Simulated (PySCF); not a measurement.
**Relaxation of singlet HTiN**

Computed with PBE0 in PySCF with Ti def2-TZVP, N def2-TZVP, H def2-TZVP; no relativity; density-fitted integrals. A (50,194) grid was used.

A hand-made bent start, of Cs symmetry, held to at least that symmetry:

Coordinates in bohr (charge 0 multiplicity 1):
```
Ti    0.5678    0.0000   -0.4558
N    -2.1721    0.0000    1.4626
H     3.1684    0.0000    1.3651
```

Problem. What forces act on the atoms at the start (eV/Å)?

Solution. 
```tsv
atom	Fx	Fy	Fz
Ti1	-6.47	0.00	3.57
N2	5.92	0.00	-4.06
H3	0.55	0.00	0.48
```

Problem. What does it relax to?

Solution. It ends at Cs with Ti–H 1.770 Å, Ti–N 1.547 Å; H–Ti–N 109.6°. No frequency check is given, so it may be a saddle point. Other isomers or separated fragments may lie lower.

Problem. How much energy is released, and in how many steps?

Solution. 95.4 kJ/mol in 6 steps.

The relaxation took roughly 11 core-seconds on a shared host.
